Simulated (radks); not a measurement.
Results of a calculation; reference values are marked as such.
Spherical quantum dot in the effective-mass picture: electrons in a parabolic well V = omega^2 r^2 / 2 with omega = 0.31, with a point charge +1 (a donor) at the centre, all in effective atomic units (hartree* = m*/eps^2 hartree, bohr* = eps/m* bohr), one dielectric constant everywhere. Level of theory: non-relativistic Kohn-Sham, r2SCAN, spin-polarised, spherical densities, generalised Kohn-Sham scheme (a radial shooting solver with Libxc functionals). Levels are named by radial order and angular momentum (1s, 1p, 1d, 2s, ...), and open shells are averaged over m.

N = 21, configuration 1s2 1p6 1d10 2s2 1f(up 1, down 0). This is the lowest configuration that the search found. Occupied and some empty levels:

level,occupation,eigenvalue (hartree*),<r> (bohr*)
1s down,1,4.6653,2.478
1s up,1,4.6663,2.511
1p up,3,4.8382,4.359
1p down,3,4.8432,4.311
2s up,1,4.8918,3.903
2s down,1,4.8989,3.903
1d up,5,4.9668,4.872
1d down,5,4.9753,4.844
1f up,1,5.1154,5.238
1f down,0,5.1264,5.223
2p up,0,5.1842,4.316
2p down,0,5.1889,4.342
1g up,0,5.2837,5.541
1g down,0,5.2966,5.530
2d up,0,5.3855,4.852
2d down,0,5.3914,4.841

Energy (hartree*): total 60.1411, kinetic 5.0291, external 15.619, Hartree 44.579, exchange-correlation -5.0856.

Electron density:

r (bohr*),n(r) (e/bohr*^3)
0.654,0.1506
1.36,0.04703
2.06,0.02287
2.76,0.02143
3.46,0.02480
4.16,0.02561
4.86,0.02106
5.57,0.01293
6.27,0.005680
6.97,0.001718
7.67,0.0003539
8.37,0.00004998
9.07,4.861e-06
